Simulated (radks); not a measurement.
Correlation energies from several functionals, in hartree. Species: Rb+ [Kr]; Pd [Kr] 4d10. All-electron calculation, non-relativistic Kohn-Sham, PBE, spin-polarised, spherical densities, point nucleus. Program: a radial shooting solver on a logarithmic mesh with Libxc functionals. Every spin shell is full or empty, so the densities are truly spherical. Functionals are evaluated on that one density, not self-consistently.

functional,Rb+,Pd
PW92,-3.3266,-4.3417
VWN5,-3.3416,-4.3608
PZ,-3.3247,-4.3395
Wigner,-1.9186,-2.4561
Chachiyo,-3.2791,-4.2824
OP (B88),-1.7160,-2.2471
SCAN,-1.7836,-2.4189
Tao-Mo,-1.7137,-2.3294
